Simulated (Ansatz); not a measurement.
OP (SMILES O=[P]), doublet, at a GFN2-xTB geometry; CCSD/6-311G** (Ansatz, an electronic-structure program).

Ansatz was given this input:
Ansatz 0.2 input:
```yaml
crystal:
  periodic: [false, false, false]
  atoms:
    - {symbol: P, position_ang: [-0.00000000, -0.00000000, -0.50615669]}
    - {symbol: O, position_ang: [0.00000000, 0.00000000, 0.94904379]}
basis:
  gaussian:
    orbitals: 6-311G__.json
magnetization: {spin_polarized: true, initial_magnetization: 1}
correlation: {method: ccsd}
```
The basis file holds 6-311G** in the JSON format of the Basis Set Exchange.

Output, abridged:

```
Functional definition: HF
356 factors; integrals over basis functions are off by at most 1.2e-3 eV
mean field evaluation 1: about -11305.9241 eV, gradient 2.6e1 eV
mean field evaluation 2: about -11305.9287 eV, gradient 2.6e1 eV
mean field evaluation 4: about -11308.6439 eV, gradient 1.7e0 eV
mean field evaluation 8: about -11308.6762 eV, gradient 3.4e-2 eV
mean field evaluation 16: about -11305.9233 eV, gradient 2.6e1 eV
mean field evaluation 32: about -11308.6763 eV, gradient 3.4e-3 eV
mean field evaluation 64: about -11308.6763 eV, gradient 2.4e-6 eV
mean field evaluation 96: about -11305.2744 eV, gradient 2.1e-4 eV
mean field evaluation 128: about -11305.1724 eV, gradient 3.4e0 eV
mean field evaluation 160: about -11303.4353 eV, gradient 9.3e-1 eV
mean field evaluation 192: about -11308.1271 eV, gradient 3.0e0 eV
mean field -11308.67629583 eV, -415.5861885758 hartree, gradient 2.4e-6 eV, S^2 0.764629; 6 other end points of the search recorded, 0 dependent functions left out
determinant -11308.67629583 eV, -415.5861885758 hartree, with singles and doubles -11316.93269672 eV, -415.8896057120 hartree
determinant -11305.27437387 eV, -415.4611702494 hartree, with singles and doubles -11311.84377636 eV, -415.7025913383 hartree
6 core orbitals not correlated
reference -11308.67629583 eV, -415.5861885758 hartree; 6, 5 occupied and 33, 34 virtual orbitals, 356 factors
second order -8.04597147 eV of doubles, -0.00000000 eV of singles
cycle   1  -8.22866017 eV  change   -2.3e-1 eV  update   1.4e-2
cycle   2  -8.24407026 eV  change   -1.5e-2 eV  update   3.7e-3
cycle   3  -8.24284997 eV  change    1.2e-3 eV  update   1.7e-3
cycle   4  -8.24382870 eV  change   -9.8e-4 eV  update   5.6e-4
cycle   5  -8.24380499 eV  change    2.4e-5 eV  update   2.4e-4
cycle   6  -8.24387760 eV  change   -7.3e-5 eV  update   7.5e-5
cycle   7  -8.24386727 eV  change    1.0e-5 eV  update   3.1e-5
cycle   8  -8.24389841 eV  change   -3.1e-5 eV  update   1.2e-5
cycle   9  -8.24389447 eV  change    3.9e-6 eV  update   5.2e-6
Total energy: -11316.92019031 eV, -415.8891461098 hartree
```
